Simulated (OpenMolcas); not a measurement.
## Cu6+, Ag6+, Au6+: d⁵ down the group

```
Program             : OpenMolcas 26.06
Method              : XMS-CASPT2, IPEA 0.25 Eh, imaginary shift 0.1 Eh
Basis               : ANO-RCC-VTZP
Scalar Hamiltonian  : DKH2, point nucleus
Spin-orbit coupling : state interaction with AMFI integrals over the reference wave functions, term energies averaged over their components
```

Active space for each ion: 5 electrons in 5 orbitals (d); closed shells correlated by CASPT2: Cu6+ 3s 3p; Ag6+ 4s 4p; Au6+ 5s 5p.

Computed levels in cm-1 above ⁶S_5/2:

```json
{"Level": "⁴G_7/2", "Cu6+": "47870", "Ag6+": "31870", "Au6+": "27270"}
{"Level": "⁴G_11/2", "Cu6+": "47920", "Ag6+": "32150", "Au6+": "29370"}
{"Level": "⁴G_9/2", "Cu6+": "47950", "Ag6+": "32350", "Au6+": "31200"}
{"Level": "⁴P_1/2", "Cu6+": "52940", "Ag6+": "35920", "Au6+": "33010"}
{"Level": "⁴D_1/2", "Cu6+": "57660", "Ag6+": "40010", "Au6+": "44970"}
{"Level": "²I_11/2", "Cu6+": "69910", "Ag6+": "46420", "Au6+": "44590"}
{"Level": "²I_13/2", "Cu6+": "70220", "Ag6+": "47880", "Au6+": "49540"}
{"Level": "²F_7/2(1)", "Cu6+": "76850", "Ag6+": "55150", "Au6+": "64120"}
{"Level": "²H_9/2", "Cu6+": "83330", "Ag6+": "56140", "Au6+": "56870"}
{"Level": "weight of ⁶S in the lowest level (%)", "Cu6+": "100", "Ag6+": "98", "Au6+": "73"}
```

Mixed levels, with the weight of the term that names them: Cu6+ ²H_9/2 (70 %), Ag6+ ⁴P_1/2 (71 %), Ag6+ ⁴D_1/2 (72 %), Ag6+ ²F_7/2(1) (52 %), Ag6+ ²H_9/2 (53 %), Au6+ ⁶S_5/2 (73 %), Au6+ ⁴G_7/2 (54 %), Au6+ ⁴G_11/2 (67 %), Au6+ ⁴G_9/2 (73 %), Au6+ ⁴P_1/2 (60 %), Au6+ ⁴D_1/2 (69 %), Au6+ ²I_11/2 (66 %), Au6+ ²F_7/2(1) (53 %), Au6+ ²H_9/2 (52 %).

Measured, with the error of the calculation in %. Measured levels: Cu6+, Ag6+ from the list in Gamrath, thesis, University of Mons (2023).

```
    Level          Cu6+          Ag6+
   ⁴G_7/2                30378 (+4.9)
  ⁴G_11/2                30662 (+4.8)
   ⁴G_9/2                30907 (+4.7)
   ⁴P_1/2  51407 (+3.0)  34605 (+3.8)
   ⁴D_1/2  56210 (+2.6)  38685 (+3.4)
  ²I_11/2  67757 (+3.2)  44011 (+5.5)
  ²I_13/2  67918 (+3.4)  45546 (+5.1)
²F_7/2(1)  74408 (+3.3)              
   ²H_9/2  80717 (+3.2)
```

Without spin-orbit coupling ⁴G lies 47900, 32050, 28180 cm-1 above ⁶S in that order; the difference to the level ⁴G_7/2, of either sign, comes from spin-orbit coupling, which also lowers the zero.

CASPT2 does not keep the components of a term degenerate, so their means are used; among the terms shown or strongly mixed into the levels shown the widest spread is 1500 cm-1 (5d⁵ ⁴D, Au6+). The CASPT2 spread within a term exceeds the gap to the next term for 4d⁵ ⁴F and 4d⁵ ²F(1), 4d⁵ ²G(1) and 4d⁵ ²H, so the order of their levels is uncertain, and so are names and mixing where such terms share a J (figures for Ag6+; the like holds for Au6+). Measured partners are found by configuration, term and J. A level has none where our copy of the source lacks it or the pairing is in doubt (some pairs that miss far off the trend of their configuration count as doubtful), and it then counts in no deviation. Only configurations of the active space appear.

A number in round brackets counts repeated terms of one configuration in the order of the reference energies.
